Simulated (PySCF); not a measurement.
This script is equivalent to a calculation on Cr (chromium, neutral).

```python
from pyscf import gto, scf, dft, mp, cc
import basis_set_exchange as bse
mol = gto.M(atom="Cr 0 0 0", charge=0, spin=6, symmetry="D2h",
            basis=gto.basis.parse(bse.get_basis("cc-pVDZ", elements=["Cr"], fmt="nwchem", header=False)))
mf = scf.UHF(mol)
mf.irrep_nelec = {'Ag': (6, 3), 'B1g': (1, 0), 'B2g': (1, 0), 'B3g': (1, 0), 'B1u': (2, 2), 'B2u': (2, 2), 'B3u': (2, 2)}
mf.kernel()
```

(1) What total energy does it give?

(2) Which occupied shell lies highest, and where?

(3) What is ⟨S²⟩, and what would a pure spin state give?

Results:

(1) -1043.35507 hartree (calculated).

(2) 4s α, at -6.048 eV.

(3) 12.000, against 12.00.
